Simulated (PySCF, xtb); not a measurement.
Cl2W, SMILES [Cl][W][Cl] (connectivity only; charge and spin as stated), neutral, multiplicity 5.

Harmonic wavenumbers (cm⁻¹) from xtb with GFN2-xTB at its own minimum, in rising order: 87, 359, 373.

Problem. What does PBE-D3(BJ)/def2-TZVP in PySCF 2.14.0 give at its own minimum? (An estimate is asked for; the answer gives what the named calculation found.)

Solution. 64, 379, 388. Paired by order, the mean absolute difference is 20 cm⁻¹ and the zero-point energies are 1.2 and 1.2 kcal/mol.
